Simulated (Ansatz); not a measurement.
## Nudged elastic band run: CH₈ClFOSi

input.yaml

```yaml
crystal:
  periodic: [false, false, false]
  atoms:
    - { symbol: Si, position_ang: [-0.68337, -0.830544, 0.945577] }
    - { symbol: Cl, position_ang: [1.007279, 0.162706, 1.751089] }
    - { symbol: H, position_ang: [-0.172891, -1.902043, 0.034101] }
    - { symbol: H, position_ang: [-1.290247, -1.458381, 2.171814] }
    - { symbol: C, position_ang: [-1.783153, 0.425679, 0.161906] }
    - { symbol: H, position_ang: [1.169336, 0.28256, -1.521873] }
    - { symbol: F, position_ang: [0.286755, -0.099277, -1.775442] }
    - { symbol: H, position_ang: [2.045373, 0.721815, 0.056253] }
    - { symbol: O, position_ang: [2.391273, 0.731475, -0.878292] }
    - { symbol: H, position_ang: [-2.731347, -0.054838, -0.16437] }
    - { symbol: H, position_ang: [-2.019943, 1.254434, 0.860424] }
    - { symbol: H, position_ang: [-1.23797, 0.784166, -0.738468] }
    - { symbol: H, position_ang: [3.018903, -0.017751, -0.902817] }
basis:
  gaussian: { orbitals: def2-SVP }
hamiltonian:
  xc: lda
neb:
  order_check: false
  images: 5
  f_tol: 0.05
  max_iterations: 60
  max_displacement: 0.02
  optimiser: fire
  final_atoms:
    - { symbol: Si, position_ang: [-0.75199546, -1.24304889, 0.16840076] }
    - { symbol: Cl, position_ang: [1.118624, 1.23281903, 1.76020531] }
    - { symbol: H, position_ang: [-1.53293079, -2.4090287, -0.37340972] }
    - { symbol: H, position_ang: [-0.23858958, -1.53986276, 1.54201576] }
    - { symbol: C, position_ang: [-1.67028067, 0.3463738, 0.00781839] }
    - { symbol: H, position_ang: [2.04774075, 1.32033519, -1.29416415] }
    - { symbol: F, position_ang: [0.57636574, -1.17816837, -0.84251916] }
    - { symbol: H, position_ang: [1.85354096, 0.9838175, 0.57709996] }
    - { symbol: O, position_ang: [2.38334, 0.63093833, -0.68712889] }
    - { symbol: H, position_ang: [-2.58071259, 0.31625356, 0.64571611] }
    - { symbol: H, position_ang: [-1.01186677, 1.16148844, 0.3850888] }
    - { symbol: H, position_ang: [-1.98565927, 0.53802206, -1.03912047] }
    - { symbol: H, position_ang: [1.79242168, -0.15993819, -0.85010069] }
  initial_path:
    images:
      - { positions_ang: [[-0.68337, -0.830544, 0.945577], [1.007279, 0.162706, 1.751089], [-0.172891, -1.902043, 0.034101], [-1.290247, -1.458381, 2.171814], [-1.783153, 0.425679, 0.161906], [1.169336, 0.28256, -1.521873], [0.286755, -0.099277, -1.775442], [2.045373, 0.721815, 0.056253], [2.391273, 0.731475, -0.878292], [-2.731347, -0.054838, -0.16437], [-2.019943, 1.254434, 0.860424], [-1.23797, 0.784166, -0.738468], [3.018903, -0.017751, -0.902817]] }
      - { positions_ang: [[-0.69217582, -0.88926304, 0.80982831], [1.11853759, 0.04604746, 1.72918268], [-0.31818552, -2.04390388, 0.00373466], [-1.24537314, -1.39673182, 2.089681], [-1.78024632, 0.43634024, 0.10367335], [1.19904884, 0.27388318, -1.38534487], [0.33071115, -0.26696272, -1.53890031], [2.03103428, 0.73705431, 0.16210016], [2.3304802, 0.84039265, -0.86706977], [-2.73673795, 0.09980315, 0.04496611], [-1.78733014, 1.30590573, 0.65766268], [-1.46751176, 0.67411402, -0.85455763], [3.01774659, 0.18332174, -0.95505437]] }
      - { positions_ang: [[-0.70098164, -0.94798208, 0.67407961], [1.22979617, -0.07061108, 1.70727636], [-0.46348005, -2.18576476, -0.02663168], [-1.20049927, -1.33508264, 2.007548], [-1.77733965, 0.44700148, 0.04544071], [1.22876169, 0.26520636, -1.24881674], [0.37466729, -0.43464845, -1.30235862], [2.01669556, 0.75229361, 0.26794732], [2.26968739, 0.9493103, -0.85584754], [-2.7421289, 0.2544443, 0.25430222], [-1.55471728, 1.35737746, 0.45490136], [-1.69705351, 0.56406203, -0.97064727], [3.01659019, 0.38439448, -1.00729173]] }
      - { positions_ang: [[-0.70978746, -1.00670112, 0.53833092], [1.34105476, -0.18726963, 1.68537004], [-0.60877457, -2.32762564, -0.05699802], [-1.15562541, -1.27343347, 1.92541501], [-1.77443297, 0.45766272, -0.01279194], [1.25847453, 0.25652954, -1.1122886], [0.41862344, -0.60233417, -1.06581693], [2.00235684, 0.76753292, 0.37379448], [2.20889459, 1.05822794, -0.84462532], [-2.74751985, 0.40908545, 0.46363832], [-1.32210442, 1.40884919, 0.25214004], [-1.92659527, 0.45401005, -1.0867369], [3.01543378, 0.58546722, -1.0595291]] }
      - { positions_ang: [[-0.72385679, -1.08548371, 0.41502087], [1.26691117, 0.28609326, 1.71031513], [-0.91682664, -2.35475999, -0.16246859], [-0.8499468, -1.36224323, 1.79761526], [-1.73971553, 0.42056641, -0.00592183], [1.52156327, 0.61113142, -1.17291379], [0.47120421, -0.79427891, -0.99138434], [1.95275155, 0.83962778, 0.44156297], [2.26704306, 0.91579807, -0.79212651], [-2.69191743, 0.37814149, 0.52433092], [-1.21869187, 1.32639561, 0.29645629], [-1.94628327, 0.48201405, -1.07086476], [2.60776308, 0.33699875, -0.98971963]] }
      - { positions_ang: [[-0.73792613, -1.1642663, 0.29171081], [1.19276758, 0.75945615, 1.73526022], [-1.22487872, -2.38189434, -0.26793915], [-0.54426819, -1.45105299, 1.66981551], [-1.7049981, 0.3834701, 0.00094828], [1.78465201, 0.9657333, -1.23353897], [0.52378498, -0.98622364, -0.91695175], [1.90314625, 0.91172264, 0.50933147], [2.32519153, 0.7733682, -0.7396277], [-2.63631501, 0.34719753, 0.58502352], [-1.11527932, 1.24394202, 0.34077255], [-1.96597127, 0.51001805, -1.05499262], [2.20009238, 0.08853028, -0.91991016]] }
      - { positions_ang: [[-0.75199546, -1.24304889, 0.16840076], [1.118624, 1.23281903, 1.76020531], [-1.53293079, -2.4090287, -0.37340972], [-0.23858958, -1.53986276, 1.54201576], [-1.67028067, 0.3463738, 0.00781839], [2.04774075, 1.32033519, -1.29416415], [0.57636574, -1.17816837, -0.84251916], [1.85354096, 0.9838175, 0.57709996], [2.38334, 0.63093833, -0.68712889], [-2.58071259, 0.31625356, 0.64571611], [-1.01186677, 1.16148844, 0.3850888], [-1.98565927, 0.53802206, -1.03912047], [1.79242168, -0.15993819, -0.85010069]] }
```

Command:

```bash
$ ansatz run input.yaml --threads 2 --pin off --max-ram 3072MiB --backend cpu --events-out ev --progress --plain --runs-dir out
```

Output, in part (warnings, iteration lines):

```
NEB end point (image 0): max|allowed force component| = 1.085e-2 eV/Å (the criterion of neb.relax_end_points is 1.000e-2)
NEB end point (image 6): max|allowed force component| = 1.364e-2 eV/Å (the criterion of neb.relax_end_points is 1.000e-2)
NEB iter   1: max|band force component| = 3.423e1 eV/Å  barrier→ = 6.1824 eV  barrier← = 6.4093 eV  Δτ_max = 0.0200 Å  (191 SCF iters)
NEB iter   2: max|band force component| = 2.530e1 eV/Å  barrier→ = 4.6877 eV  barrier← = 4.9147 eV  Δτ_max = 0.0200 Å  (127 SCF iters)
NEB iter   3: max|band force component| = 1.882e1 eV/Å  barrier→ = 3.5025 eV  barrier← = 3.7295 eV  Δτ_max = 0.0200 Å  (135 SCF iters)
NEB iter   4: max|band force component| = 1.417e1 eV/Å  barrier→ = 2.5824 eV  barrier← = 2.8093 eV  Δτ_max = 0.0200 Å  (141 SCF iters)
NEB iter   5: max|band force component| = 1.040e1 eV/Å  barrier→ = 1.8965 eV  barrier← = 2.1234 eV  Δτ_max = 0.0200 Å  (147 SCF iters)
NEB iter   6: max|band force component| = 7.360e0 eV/Å  barrier→ = 1.4906 eV  barrier← = 1.7176 eV  Δτ_max = 0.0200 Å  (149 SCF iters)
NEB iter   7: max|band force component| = 4.934e0 eV/Å  barrier→ = 1.1850 eV  barrier← = 1.4120 eV  Δτ_max = 0.0200 Å  (147 SCF iters)
NEB iter   8: max|band force component| = 3.195e0 eV/Å  barrier→ = 0.9739 eV  barrier← = 1.2008 eV  Δτ_max = 0.0200 Å  (146 SCF iters)
NEB iter   9: max|band force component| = 2.047e0 eV/Å  barrier→ = 0.8258 eV  barrier← = 1.0528 eV  Δτ_max = 0.0200 Å  (144 SCF iters)
NEB iter  10: max|band force component| = 1.471e0 eV/Å  barrier→ = 0.7128 eV  barrier← = 0.9398 eV  Δτ_max = 0.0200 Å  (147 SCF iters)
NEB iter  11: max|band force component| = 1.232e0 eV/Å  barrier→ = 0.6210 eV  barrier← = 0.8480 eV  Δτ_max = 0.0200 Å  (145 SCF iters)
NEB iter  12: max|band force component| = 1.011e0 eV/Å  barrier→ = 0.5462 eV  barrier← = 0.7732 eV  Δτ_max = 0.0190 Å  (144 SCF iters)
NEB iter  13: max|band force component| = 8.021e-1 eV/Å  barrier→ = 0.4874 eV  barrier← = 0.7143 eV  Δτ_max = 0.0200 Å  (148 SCF iters)
NEB iter  14: max|band force component| = 6.006e-1 eV/Å  barrier→ = 0.4369 eV  barrier← = 0.6639 eV  Δτ_max = 0.0113 Å  (147 SCF iters)
NEB iter  15: max|band force component| = 5.424e-1 eV/Å  barrier→ = 0.4107 eV  barrier← = 0.6377 eV  Δτ_max = 0.0200 Å  (141 SCF iters)
NEB iter  16: max|band force component| = 5.102e-1 eV/Å  barrier→ = 0.3727 eV  barrier← = 0.5996 eV  Δτ_max = 0.0085 Å  (144 SCF iters)
NEB iter  17: max|band force component| = 4.756e-1 eV/Å  barrier→ = 0.3583 eV  barrier← = 0.5853 eV  CI = image 4  Δτ_max = 0.0164 Å  (133 SCF iters)
NEB iter  18: max|band force component| = 4.244e-1 eV/Å  barrier→ = 0.3367 eV  barrier← = 0.5637 eV  CI = image 4  Δτ_max = 0.0200 Å  (145 SCF iters)
NEB iter  19: max|band force component| = 5.157e-1 eV/Å  barrier→ = 0.3218 eV  barrier← = 0.5488 eV  CI = image 3  Δτ_max = 0.0081 Å  (146 SCF iters)
NEB iter  20: max|band force component| = 4.887e-1 eV/Å  barrier→ = 0.3213 eV  barrier← = 0.5482 eV  CI = image 3  Δτ_max = 0.0157 Å  (120 SCF iters)
NEB iter  21: max|band force component| = 4.292e-1 eV/Å  barrier→ = 0.3208 eV  barrier← = 0.5478 eV  CI = image 3  Δτ_max = 0.0200 Å  (134 SCF iters)
NEB iter  22: max|band force component| = 3.513e-1 eV/Å  barrier→ = 0.3212 eV  barrier← = 0.5481 eV  CI = image 3  Δτ_max = 0.0057 Å  (140 SCF iters)
NEB iter  23: max|band force component| = 3.435e-1 eV/Å  barrier→ = 0.3217 eV  barrier← = 0.5487 eV  CI = image 3  Δτ_max = 0.0114 Å  (118 SCF iters)
NEB iter  24: max|band force component| = 3.289e-1 eV/Å  barrier→ = 0.3229 eV  barrier← = 0.5499 eV  CI = image 3  Δτ_max = 0.0167 Å  (127 SCF iters)
NEB iter  25: max|band force component| = 3.084e-1 eV/Å  barrier→ = 0.3251 eV  barrier← = 0.5520 eV  CI = image 3  Δτ_max = 0.0200 Å  (134 SCF iters)
NEB iter  26: max|band force component| = 2.848e-1 eV/Å  barrier→ = 0.3279 eV  barrier← = 0.5549 eV  CI = image 3  Δτ_max = 0.0046 Å  (131 SCF iters)
NEB iter  27: max|band force component| = 2.809e-1 eV/Å  barrier→ = 0.3287 eV  barrier← = 0.5556 eV  CI = image 3  Δτ_max = 0.0091 Å  (111 SCF iters)
NEB iter  28: max|band force component| = 2.732e-1 eV/Å  barrier→ = 0.3302 eV  barrier← = 0.5571 eV  CI = image 3  Δτ_max = 0.0135 Å  (119 SCF iters)
NEB iter  29: max|band force component| = 2.623e-1 eV/Å  barrier→ = 0.3323 eV  barrier← = 0.5593 eV  CI = image 3  Δτ_max = 0.0177 Å  (133 SCF iters)
NEB iter  30: max|band force component| = 2.485e-1 eV/Å  barrier→ = 0.3351 eV  barrier← = 0.5621 eV  CI = image 3  Δτ_max = 0.0200 Å  (134 SCF iters)
NEB iter  31: max|band force component| = 2.331e-1 eV/Å  barrier→ = 0.3382 eV  barrier← = 0.5652 eV  CI = image 3  Δτ_max = 0.0037 Å  (131 SCF iters)
NEB iter  32: max|band force component| = 2.298e-1 eV/Å  barrier→ = 0.3387 eV  barrier← = 0.5657 eV  CI = image 3  Δτ_max = 0.0073 Å  (109 SCF iters)
NEB iter  33: max|band force component| = 2.237e-1 eV/Å  barrier→ = 0.3397 eV  barrier← = 0.5666 eV  CI = image 3  Δτ_max = 0.0108 Å  (120 SCF iters)
NEB iter  34: max|band force component| = 2.154e-1 eV/Å  barrier→ = 0.3410 eV  barrier← = 0.5680 eV  CI = image 3  Δτ_max = 0.0141 Å  (125 SCF iters)
NEB iter  35: max|band force component| = 2.054e-1 eV/Å  barrier→ = 0.3427 eV  barrier← = 0.5697 eV  CI = image 3  Δτ_max = 0.0173 Å  (127 SCF iters)
NEB iter  36: max|band force component| = 1.941e-1 eV/Å  barrier→ = 0.3445 eV  barrier← = 0.5715 eV  CI = image 3  Δτ_max = 0.0200 Å  (132 SCF iters)
NEB iter  37: max|band force component| = 1.817e-1 eV/Å  barrier→ = 0.3463 eV  barrier← = 0.5732 eV  CI = image 3  Δτ_max = 0.0028 Å  (140 SCF iters)
NEB iter  38: max|band force component| = 1.798e-1 eV/Å  barrier→ = 0.3464 eV  barrier← = 0.5734 eV  CI = image 3  Δτ_max = 0.0055 Å  (106 SCF iters)
NEB iter  39: max|band force component| = 1.760e-1 eV/Å  barrier→ = 0.3467 eV  barrier← = 0.5736 eV  CI = image 3  Δτ_max = 0.0082 Å  (107 SCF iters)
NEB iter  40: max|band force component| = 1.707e-1 eV/Å  barrier→ = 0.3470 eV  barrier← = 0.5739 eV  CI = image 3  Δτ_max = 0.0108 Å  (121 SCF iters)
NEB iter  41: max|band force component| = 1.640e-1 eV/Å  barrier→ = 0.3473 eV  barrier← = 0.5742 eV  CI = image 3  Δτ_max = 0.0134 Å  (127 SCF iters)
NEB iter  42: max|band force component| = 1.555e-1 eV/Å  barrier→ = 0.3475 eV  barrier← = 0.5744 eV  CI = image 3  Δτ_max = 0.0157 Å  (128 SCF iters)
NEB iter  43: max|band force component| = 1.451e-1 eV/Å  barrier→ = 0.3475 eV  barrier← = 0.5745 eV  CI = image 3  Δτ_max = 0.0199 Å  (133 SCF iters)
NEB iter  44: max|band force component| = 1.308e-1 eV/Å  barrier→ = 0.3472 eV  barrier← = 0.5742 eV  CI = image 3  Δτ_max = 0.0200 Å  (139 SCF iters)
NEB iter  45: max|band force component| = 1.157e-1 eV/Å  barrier→ = 0.3465 eV  barrier← = 0.5735 eV  CI = image 3  Δτ_max = 0.0027 Å  (141 SCF iters)
NEB iter  46: max|band force component| = 1.209e-1 eV/Å  barrier→ = 0.3463 eV  barrier← = 0.5732 eV  CI = image 3  Δτ_max = 0.0054 Å  (107 SCF iters)
NEB iter  47: max|band force component| = 1.203e-1 eV/Å  barrier→ = 0.3459 eV  barrier← = 0.5728 eV  CI = image 3  Δτ_max = 0.0080 Å  (110 SCF iters)
NEB iter  48: max|band force component| = 1.102e-1 eV/Å  barrier→ = 0.3452 eV  barrier← = 0.5722 eV  CI = image 3  Δτ_max = 0.0105 Å  (119 SCF iters)
NEB iter  49: max|band force component| = 1.067e-1 eV/Å  barrier→ = 0.3444 eV  barrier← = 0.5713 eV  CI = image 3  Δτ_max = 0.0130 Å  (120 SCF iters)
NEB iter  50: max|band force component| = 1.118e-1 eV/Å  barrier→ = 0.3433 eV  barrier← = 0.5703 eV  CI = image 3  Δτ_max = 0.0156 Å  (134 SCF iters)
NEB iter  51: max|band force component| = 1.036e-1 eV/Å  barrier→ = 0.3421 eV  barrier← = 0.5691 eV  CI = image 3  Δτ_max = 0.0200 Å  (133 SCF iters)
NEB iter  52: max|band force component| = 9.439e-2 eV/Å  barrier→ = 0.3406 eV  barrier← = 0.5676 eV  CI = image 3  Δτ_max = 0.0028 Å  (140 SCF iters)
NEB iter  53: max|band force component| = 1.086e-1 eV/Å  barrier→ = 0.3405 eV  barrier← = 0.5674 eV  CI = image 3  Δτ_max = 0.0057 Å  (104 SCF iters)
NEB iter  54: max|band force component| = 1.035e-1 eV/Å  barrier→ = 0.3401 eV  barrier← = 0.5671 eV  CI = image 3  Δτ_max = 0.0084 Å  (111 SCF iters)
NEB iter  55: max|band force component| = 8.561e-2 eV/Å  barrier→ = 0.3396 eV  barrier← = 0.5666 eV  CI = image 3  Δτ_max = 0.0108 Å  (119 SCF iters)
NEB iter  56: max|band force component| = 9.345e-2 eV/Å  barrier→ = 0.3390 eV  barrier← = 0.5660 eV  CI = image 3  Δτ_max = 0.0134 Å  (125 SCF iters)
NEB iter  57: max|band force component| = 9.567e-2 eV/Å  barrier→ = 0.3383 eV  barrier← = 0.5653 eV  CI = image 3  Δτ_max = 0.0160 Å  (126 SCF iters)
NEB iter  58: max|band force component| = 7.502e-2 eV/Å  barrier→ = 0.3376 eV  barrier← = 0.5646 eV  CI = image 3  Δτ_max = 0.0200 Å  (132 SCF iters)
NEB iter  59: max|band force component| = 8.886e-2 eV/Å  barrier→ = 0.3368 eV  barrier← = 0.5637 eV  CI = image 3  Δτ_max = 0.0029 Å  (141 SCF iters)
NEB iter  60: max|band force component| = 6.704e-2 eV/Å  barrier→ = 0.3367 eV  barrier← = 0.5637 eV  CI = image 3  Δτ_max = 0.0055 Å  (102 SCF iters)
Error: NEB band did not converge after 60 iterations: max|band force component| = 6.70e-2 eV/Å (threshold 5.0e-2); raise `neb.max_iterations` in a new run, which can start from the last band evaluated (`neb.initial_path`, with `crystal.atoms` and `neb.final_atoms` set to its first and last images), …
```

It did not converge within its limit. The band didn't meet its force threshold, so its energies are provisional: the largest band force was still 0.07 eV/Å, and over the last iterations the top stayed at 0.34 eV. The orbitals stay closed-shell, which can raise the energy where a bond breaks towards radicals; this wasn't checked here.

Final band (atoms are numbered from 1 in the order of the input):

```
image  path coordinate (Å)  energy (kJ/mol)  Si1–Cl2 (Å)  H6–F7 (Å)  H8–O9 (Å)
    0                 0.00              0.0         2.12       0.99       1.00
    1                 0.92              2.7         2.12       1.00       1.00
    2                 1.85              9.8         2.15       1.02       1.00
    3                 2.77             32.5         2.42       1.28       1.10
    4                 3.88            -12.3         3.20       1.60       1.42
    5                 4.99             -8.9         3.28       2.24       1.47
    6                 6.09            -21.9         3.49       2.93       1.42
```

Run time: 6 min on 2 threads of Arm Neoverse V2, with other jobs on the host, peak memory 0.16 GiB.
